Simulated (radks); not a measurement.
Valence configurations of Cr (all share [Ar]). All-electron calculation, scalar-relativistic Kohn-Sham, PBE, spin-polarised, spherical densities, finite nucleus; open shells are filled with parallel spins first; Fermi nuclear charge, rms radius 3.6452 fm. Program: a radial shooting solver on a logarithmic mesh with Libxc functionals. Energies are relative to 3d5 4s1; eigenvalues in eV for spin up.

| valence | E (eV) | moment (Bohr magnetons) | e(3d) | e(4p) | e(4s) |
|---|---|---|---|---|---|
| 3d5 4s1 | 0.000 | 6 | -3.723 | - | -4.468 |
| 3d5 4s0.5 4p0.5 | 1.646 | 6 | -4.435 | -1.602 | -4.945 |
| 3d5 4p1 | 3.338 | 6 | -5.087 | -1.942 | - |
| 3d3 4s1 4p2 | 12.151 | 6 | -13.940 | -3.669 | -8.274 |
| 3d5.5 4s0.5 | 2.265 | 5 | -3.464 | - | -4.598 |
| 3d2 4s2 4p2 | 22.141 | 4 | -19.308 | -4.196 | -9.258 |
| 3d4.5 4s1 4p0.5 | 1.632 | 6 | -5.929 | -1.850 | -5.440 |
| 3d4 4s2 | 1.963 | 4 | -7.106 | - | -5.252 |
| 3d5.5 4p0.5 | 3.848 | 5 | -3.515 | -1.498 | - |
| 3d6 | 4.413 | 4 | -3.075 | - | - |

NIST lists [Ar] 3d5 4s1 as the ground configuration; this level of theory agrees among the configurations tried. The energies are those of spherical high-spin densities, not of single terms.
